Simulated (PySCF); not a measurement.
A side-by-side comparison of computed properties.

First species: C₇H₁₆NP.
InChI=1S/C7H16NP/c1-5-8(6-2)9(4)7-3/h7H,3,5-6H2,1-2,4H3

Second species: C8H13P.
SMILES: `C#CP1CCCCCC1`

Levels: PBE0/pcSseg-1 for HOMO energy, LUMO energy and HOMO–LUMO gap. Geometries: GFN2-xTB. Each structure is a single optimised conformer of the isolated species, non-relativistic unless stated; the electronic structure was computed with PySCF and density fitting.

The conformers computed, where there is a choice (atom-mapped SMILES and torsion angles):
- `[CH2:1]=[CH:2][P:3]([CH3:4])[N:5]([CH2:6][CH3:7])[CH2:8][CH3:9]`: C1–C2–P3–C4 113°, C2–P3–N5–C6 65°, P3–N5–C6–C7 -139°, P3–N5–C8–C9 -57°

The conformers of `C#CP1CCCCCC1` aren't listed.

```csv
property,column X,column Y
HOMO energy,-6.63 eV,-5.52 eV
LUMO energy,0.36 eV,-0.16 eV
HOMO–LUMO gap,6.99 eV,5.36 eV
```

Which column belongs to which species?

Column X is the second species and column Y the first. The first has 25 atoms and 80 electrons, the second 22 and 76.

How does each property change from the first species to the second?

HOMO energy -1.11 eV; LUMO energy +0.52 eV; HOMO–LUMO gap +1.63 eV.

